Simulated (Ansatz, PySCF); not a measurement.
Energy difference R1 → P1, each structure at its B3LYP-D3(BJ)/def2-TZVP stationary point, reached from a drawn start; harmonic modes at that level show minima.
R1, C2H6O (SMILES CCO) (charge 0, multiplicity 1):
```xyz
9

C     -0.86945     0.22544     0.19975
C      0.38903    -0.35356    -0.42415
O      1.56358     0.37351    -0.07471
H     -1.75315    -0.32633    -0.12963
H     -0.98967     1.27293    -0.08063
H     -0.82905     0.16568     1.29102
H      0.49574    -1.41156    -0.15296
H      0.33269    -0.30108    -1.51232
H      1.66017     0.35497     0.88363
```
P1, C2H6O (SMILES COC) (charge 0, multiplicity 1):
```xyz
9

C      1.16843     0.05594    -0.08345
O     -0.03586     0.25602    -0.78779
C     -1.17244    -0.02752    -0.00405
H      1.27198    -0.98632     0.24717
H      1.23035     0.70658     0.79925
H      1.98680     0.29680    -0.76033
H     -1.17897    -1.07370     0.33031
H     -2.04980     0.15290    -0.62340
H     -1.22059     0.61920     0.88240
```

P less R. No zero-point or thermal terms.

Cores are frozen in the correlated methods. CBS: X⁻³ extrapolation of the correlation energy, Hartree–Fock from the larger set.

Run with Ansatz (a first-principles code) with Gaussian orbitals; PySCF for the D3/D4 terms. No computed number here is a measurement.

PBE/def2-TZVPP gives 11.37 kcal/mol for the reaction energy.

How do the other levels lie against it? Give each less PBE: PBE-D3(BJ)/def2-TZVPP, r2SCAN/def2-TZVPP, B3LYP/def2-TZVPP, wB97M-V/def2-TZVPP, B2PLYP/def2-TZVPP, MP2/CBS(cc-pVTZ, cc-pVQZ), CCSD(T)/CBS(cc-pVTZ, cc-pVQZ).

PBE-D3(BJ)/def2-TZVPP 0.13; r2SCAN/def2-TZVPP 0.14; B3LYP/def2-TZVPP -0.79; wB97M-V/def2-TZVPP 0.38; B2PLYP/def2-TZVPP -0.18; MP2/CBS(cc-pVTZ, cc-pVQZ) 1.60; CCSD(T)/CBS(cc-pVTZ, cc-pVQZ) 0.83 kcal/mol. 5 of 7 lie above PBE; the widest gap is to MP2/CBS(cc-pVTZ, cc-pVQZ).
